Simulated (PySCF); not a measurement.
An unknown gives this computed stick spectrum. The calculation used TDDFT CAM-B3LYP/def2-SVPD, vertical, gas phase, core orbitals frozen in the response (PySCF). Geometries: PBE0-D3(BJ)/def2-SVP, one conformer each. Relativistic effects are left out although some hold elements past zinc. The highest level found (9.31 eV, f 0.0079 so far) is left out, since the window may have cut off a degenerate partner.

```json
{"state": "S1", "E (eV)": "7.34", "f": "0.0079"}
{"state": "S2", "E (eV)": "7.38", "f": "0.0036"}
{"state": "S3", "E (eV)": "7.40", "f": "0.0013"}
{"state": "S4", "E (eV)": "7.57", "f": "0.017"}
{"state": "S5", "E (eV)": "7.58", "f": "0.0055"}
{"state": "S6", "E (eV)": "7.96", "f": "0.026"}
{"state": "S7", "E (eV)": "8.07", "f": "0.086"}
{"state": "S8", "E (eV)": "8.45", "f": "0.145"}
{"state": "S9", "E (eV)": "8.60", "f": "0.079"}
{"state": "S10", "E (eV)": "8.61", "f": "0.042"}
{"state": "S11", "E (eV)": "8.62", "f": "0.065"}
{"state": "S12", "E (eV)": "8.83", "f": "0.014"}
{"state": "S13", "E (eV)": "9.04", "f": "0.0096"}
{"state": "S14", "E (eV)": "9.17", "f": "0.0043"}
```

Triplets computed (Tamm–Dancoff): 6.65, 6.97, 6.99, 7.16 eV.

Question: Which candidate is it?
A. `Cn1cccn1`
B. `CO[B]([GeH3])OC`
C. `N#CCC[O][GeH3]`
D. `[CH3][GeH]([CH3])[N]=C=O`

Answer: D. Its S1, at 7.34 eV, is the highest among the candidates; the nearest of the others has S1 at 6.80 eV. S1 is HOMO→LUMO (36%), HOMO→LUMO+2 (30%). Löwdin shares by element: HOMO nitrogen 34%, oxygen 24%, carbon 22% or more (atoms not listed hold the other 20%); LUMO carbon 32%, germanium 31% (atoms not listed hold the other 37%). At the same level the other candidates give, for their lowest levels:
- `Cn1cccn1`: 6.59 eV (f 0.112); 6.94 eV (f 0.016); 6.95 eV (f 0.070); 6.96 eV (f 0.035); 7.08 eV (f 0.003); HOMO -8.39, LUMO 1.33 eV
- `CO[B]([GeH3])OC`: 6.74 eV (f 0.021); 7.35 eV (f 0.055); 7.84 eV (f 0.081); 7.90 eV (f 0.004); 8.01 eV (f 0.074); HOMO -9.28, LUMO 0.84 eV
- `N#CCC[O][GeH3]`: 6.80 eV (f 0.000); 7.59 eV (f 0.044); 7.63 eV (f 0.000); 7.80 eV (f 0.038); 7.99 eV (f 0.012); T1 6.30 eV; HOMO -9.76, LUMO 0.57 eV

Orbitals of the list HOMO-3 to LUMO+2 that lie within 0.01 eV of each other are written together with a slash and their weights summed (≥ marks a lower bound); for degenerate orbitals outside that list single weights are arbitrary.

Without π bonds the low states are Rydberg-like; a valence basis with one diffuse set may place them up to an eV too high.
